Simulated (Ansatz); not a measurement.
Molecule: CF, net charge 0, doublet state. 
Structure (B3LYP-D3(BJ)/def2-TZVP (Ansatz, a quantum-chemistry and plane-wave program) minimum search):
```xyz
2

C      0.0000     0.0000    -0.7653
F      0.0000     0.0000     0.5102
```
Charge 0, spin multiplicity 2.

Atomisation energy built up term by term with Ansatz (kcal/mol; UHF references for open shells; valence terms freeze the core; atomic spin-orbit terms are left out). Basis-set limits of correlation are two-point, X^-3; Hartree-Fock from the larger set (for Q and 5 zeta extrapolated as (X+1)exp(-9√X)).

| term | basis | kcal/mol |
|---|---|---|
| Hartree-Fock | CBS(cc-pVQZ,cc-pV5Z) | … |
| CCSD correlation | CBS(cc-pVQZ,cc-pV5Z) | 46.41 |
| (T) | CBS(cc-pVQZ,cc-pV5Z) | … |
| CCSDT - CCSD(T) | cc-pVDZ | 0.18 |
| (Q) | cc-pVDZ | 0.30 |
| core correlation | cc-pwCVTZ | 0.37 |
| scalar relativity (X2C) | cc-pVTZ-DK against cc-pVTZ | -0.16 |
| sum: De |  | … |

### Question
Some entries are withheld; supply them.

### Answer

- Hartree-Fock, kcal/mol: 80.76
- (T), kcal/mol: 5.03
- sum: De, kcal/mol: 132.9
